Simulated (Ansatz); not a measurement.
Consider the ligand exchange at the Si–O bond: `C=C[SiH2]O[SiH](F)F` + HCl → `C=C[SiH2]Cl` + `O[SiH](F)F`.

Calculated with Ansatz (gas phase, PBE0-D4/def2-TZVP geometries, no zero-point term in ΔE). CCSD(T)/CBS is the MP2 limit (def2-TZVPP, def2-QZVPP) plus CCSD(T) − MP2 in def2-TZVPP, frozen cores. This one scheme is used for every species. Functionals use def2-TZVPP. B3LYP here is the variant with VWN-RPA as its local correlation; programs differ in this. One conformer a species, not always the lowest.

```csv
level,ΔE (kJ/mol)
B3LYP-D4,17.4
CCSD(T)/def2-TZVPP,15.9
```

(1) What does CCSD(T)/CBS give? (An estimate is asked.)

Largest T1 diagnostic among the species: 0.012.

Results:

(1) The calculation gave: +13.1 kJ/mol. The listed levels differ from it by 4.3, 2.8 kJ/mol.

From PBE to PBE0 (25 % exact exchange), in def2-TZVPP and without D4, ΔE moves by +3.3 kJ/mol. The D4 term adds +7.9 kJ/mol with B3LYP and +5.0 kJ/mol with PBE0; it sums over pairs of atoms, weighted by their polarisabilities, and B3LYP, whose exchange is more repulsive, gets the larger term.
